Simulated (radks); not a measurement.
Species: Re VIII. Configuration: [Xe] 4f14.

All-electron calculation, scalar-relativistic Kohn-Sham, exchange-only LDA, spin-polarised, spherical densities, finite nucleus; Fermi nuclear charge, rms radius 5.3698 fm. Program: a radial shooting solver on a logarithmic mesh with Libxc functionals.

Energy parts (hartree):
| part | energy |
|---|---|
| total | -16661.5780 |
| kinetic | 18407.8998 |
| electron-nucleus | -41017.7391 |
| Hartree | 6258.3889 |
| exchange | -310.1276 |

Orbitals (lengths in bohr, moments of r in powers of bohr; <r^-3> diverges for s and p1/2; r(max) is where P^2 peaks):
orbital  occ.  eigenvalue (hartree)   r(max)  <r^-3>      <r^2>
1s          2             -2633.862  0.01125       -  0.0004486
2s          2             -459.6345  0.06458       -   0.006885
2p          6             -401.8416  0.05304   20780   0.005711
3s          2             -109.0620   0.1821       -    0.04465
3p          6             -92.01295   0.1804    4658    0.04545
3d         10             -72.61929   0.1468   595.3    0.03766
4s          2             -25.47447   0.4127       -     0.2194
4p          6             -19.87696   0.4331    1093     0.2500
4d         10             -12.84318   0.4432   120.0     0.2895
4f         14              -5.01868   0.4156   21.23     0.4039
5s          2              -6.51384   0.9297       -      1.142
5p          6              -5.03272    1.039   185.4      1.468
5d          0              -3.23564    1.268   14.79      2.303
5f          0              -1.73975    1.954   1.608      5.465
6s          0              -2.67317    2.003       -      4.817
6p          0              -2.20981    2.281   50.61      6.210

The highest occupied level is 4f at -136.57 eV. Summed over all electrons, <r^2> = 22.37 bohr^2, which gives a Langevin (diamagnetic) susceptibility term of -17.7 x 10^-6 cm^3/mol. The electron density at the nucleus is 1.642e+06 e/bohr^3 (large components only). The density falls to 0.001 e/bohr^3 at r = 2.51 bohr.
